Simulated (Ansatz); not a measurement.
Program: Ansatz. Geometries: PBE0-D4/def2-TZVP. ΔE: electronic, gas phase. CBS: MP2 limit from def2 TZ/QZ plus the TZ coupled-cluster correction, frozen cores. This one scheme is used for every species. Functionals use def2-TZVPP. B3LYP here is the variant with VWN-RPA as its local correlation; programs differ in this. Each species was taken in one conformer, which may not be the lowest.

Consider the hydrogenolysis of a B–Si bond: `C=CB[SiH2][SiH3]` + H₂ → `BC=C` + `[SiH3][SiH3]`.

(1) Is it downhill or uphill in electronic energy at CCSD(T)/CBS, and by how much? (Estimate.)

(2) What do these levels give: PBE-D4, r2SCAN-D4, PBE0-D4, B2PLYP, r2SCAN, PBE0, B3LYP, HF/def2-TZVPP, HF/def2-QZVPP, MP2/def2-QZVPP, MP2/CBS(def2), CCSD/CBS(def2)? (An estimate is asked.)

Largest T1 diagnostic among the species: 0.013.

Answers

(1) Ansatz gave: Downhill: ΔE = -27.6 kJ/mol.

(2) The calculation gave: PBE-D4 -12.5, r2SCAN-D4 -19.9, PBE0-D4 -20.7, B2PLYP -35.9, r2SCAN -22.3, PBE0 -27.5, B3LYP -39.5, HF/def2-TZVPP -64.8, HF/def2-QZVPP -65.3, MP2/def2-QZVPP -26.7, MP2/CBS(def2) -25.7, CCSD/CBS(def2) -34.4 kJ/mol.

From PBE to PBE0 (25 % exact exchange), in def2-TZVPP and without D4, ΔE moves by −7.6 kJ/mol. The D4 term adds +11.5 kJ/mol with B3LYP and +6.8 kJ/mol with PBE0; it sums over pairs of atoms, weighted by their polarisabilities, and B3LYP, whose exchange is more repulsive, gets the larger term. In def2-TZVPP, CCSD(T) changes the Hartree–Fock value by +35.3 kJ/mol (the triples alone add +6.8 kJ/mol) and MP2 by +37.2 kJ/mol.
